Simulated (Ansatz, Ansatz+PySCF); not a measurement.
```yaml
atoms:
  - { symbol: B, position_ang: [1.5614, 0.0000, 0.0000] }
  - { symbol: N, position_ang: [0.7602, 1.3167, 0.0000] }
  - { symbol: B, position_ang: [-0.7807, 1.3522, 0.0000] }
  - { symbol: N, position_ang: [-1.5204, 0.0000, 0.0000] }
  - { symbol: B, position_ang: [-0.7807, -1.3522, 0.0000] }
  - { symbol: N, position_ang: [0.7602, -1.3167, 0.0000] }
  - { symbol: H, position_ang: [2.8681, 0.0000, 0.0000] }
  - { symbol: H, position_ang: [1.3063, 2.2626, 0.0000] }
  - { symbol: H, position_ang: [-1.4340, 2.4838, 0.0000] }
  - { symbol: H, position_ang: [-2.6127, 0.0000, 0.0000] }
  - { symbol: H, position_ang: [-1.4340, -2.4838, 0.0000] }
  - { symbol: H, position_ang: [1.3063, -2.2626, 0.0000] }
```

Basis set: def2-SVP (spherical functions). Left uncorrelated: 6 orbitals. Charge 0, multiplicity 1.

Computed with Ansatz (development build ahead of 0.2.0); each method stands on the lowest determinant of its kind that the runs found. Restricted open shells among the atoms or ions are ROHF, correlated in semicanonical orbitals with singles.

The atomization energy at this shape (free ground-state atoms in the same class of orbitals less the molecule, no zero-point energy) of singlet B3N3H6:

| method | atomization energy |
| --- | --- |
| RHF-MP2 | 49.63 eV |
| UHF-MP2 | 49.58 eV |
| RHF | 38.31 eV |

Task: What does UHF give?

Result: 37.78 eV. Caution: the shape is not the minimum.
